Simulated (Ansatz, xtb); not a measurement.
## A geometry optimisation of AlFGeH3 with r2SCAN-D4/def2-SVP

The starting geometry of this gas-phase doublet was built from a drawn formula by distance geometry and a force field; its bonds are those of `[F][AlH][GeH2]`.

| atom | x (Å) | y (Å) | z (Å) |
| --- | --- | --- | --- |
| Al | -2.1455 | -2.7945 | 2.5683 |
| F | -3.9086 | -2.9078 | 2.1034 |
| Ge | -1.0881 | -0.6010 | 2.4897 |
| H | -1.7092 | -3.7675 | 3.7106 |
| H | 0.4652 | -0.7897 | 2.6389 |
| H | -1.4058 | 0.0979 | 1.1247 |

Q: Predict what becomes of its bonds when it is optimised with r2SCAN-D4/def2-SVP.

A: It keeps its bonds, and is `[F][AlH][GeH2]`.

The energy falls by 0.60 eV over 9 steps:

```csv
step,E − E(last) (eV)
1,0.596
2,0.173
3,0.102
4,0.071
5,0.010
6,0.009
7,0.001
8,0.000
9,0.000
```

Final geometry (Å):

```xyz
6

Al   -2.2727   -2.7697    2.7566
F    -3.8032   -2.8934    2.1003
Ge   -0.9705   -0.8571    2.1558
H    -1.7864   -3.9148    3.7273
H     0.4503   -0.6026    2.6754
H    -1.4095    0.2752    1.2201
```

From the same start GFN2-xTB ends elsewhere, differing in Al1–H5 (1.70 against 3.48 Å here), Ge3–H5 (2.00 against 1.53 Å here).

No frequencies were run, so the end isn't proven a minimum. Open shells are spin-unrestricted. Run with Ansatz 0.2.0, 70 s on 1 thread of Intel(R) Xeon(R) Platinum 8259CL CPU @ 2.50GHz (Skylake/Cascade Lake), with other jobs on the host.
